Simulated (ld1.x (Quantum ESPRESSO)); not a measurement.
Configuration tests for niobium (Nb) (TM semilocal)

- Element: niobium
- Generator: ld1.x (Quantum ESPRESSO) 7.5
- Type: norm-conserving Troullier–Martins (semilocal form)
- Functional: LDA (PZ)
- Relativity: scalar-relativistic
- Frozen core: [Kr]
- Valence charge: 5
- Reference configuration: 4d4 5s1 5p0
- Partial waves: 5p (bound, empty): rc 3.75 bohr; 4d (bound): rc 2.00 bohr; 5s (bound): rc 2.45 bohr
- Local potential: the s channel
- Core correction: Bessel-smoothed model core inside 1.90 bohr

Energies are relative to the spin-unpolarised reference configuration 4d4 5s1 5p0; without spin polarisation the order of configurations can differ from experiment. Spin-polarised rows fill each open shell by Hund’s rule, majority spin first.

```json
{"valence configuration": "4d4 5s0 5p0", "charge": "+1", "ΔE all-electron (eV)": "6.916", "error AE − PS (meV)": "-11"}
{"valence configuration": "4d3 5s0 5p0", "charge": "+2", "ΔE all-electron (eV)": "21.192", "error AE − PS (meV)": "-63"}
{"valence configuration": "4d2 5s0 5p0", "charge": "+3", "ΔE all-electron (eV)": "46.126", "error AE − PS (meV)": "-449"}
{"valence configuration": "4d3 5s2 5p0", "charge": "0", "ΔE all-electron (eV)": "-0.561", "error AE − PS (meV)": "-49"}
{"valence configuration": "4d4 5s0.5 5p0", "charge": "+0.5", "ΔE all-electron (eV)": "2.765", "error AE − PS (meV)": "-2.7"}
{"valence configuration": "4d3 5s1 5p1", "charge": "0", "ΔE all-electron (eV)": "2.822", "error AE − PS (meV)": "-65"}
{"valence configuration": "4d5 5s0 5p0", "charge": "0", "ΔE all-electron (eV)": "1.323", "error AE − PS (meV)": "-33"}
{"valence configuration": "4d4 5s1 5p0 (spin-polarised)", "charge": "0", "ΔE all-electron (eV)": "-2.609", "error AE − PS (meV)": "+69"}
{"valence configuration": "4d4 5s0 5p0 (spin-polarised)", "charge": "+1", "ΔE all-electron (eV)": "4.795", "error AE − PS (meV)": "+49"}
```

Levels in the configuration 4d3 5s1 5p1:

```csv
level,all-electron (eV),pseudo (eV)
4d,-5.939,-6.075
5s,-5.666,-5.663
5p,-2.194,-2.167
```
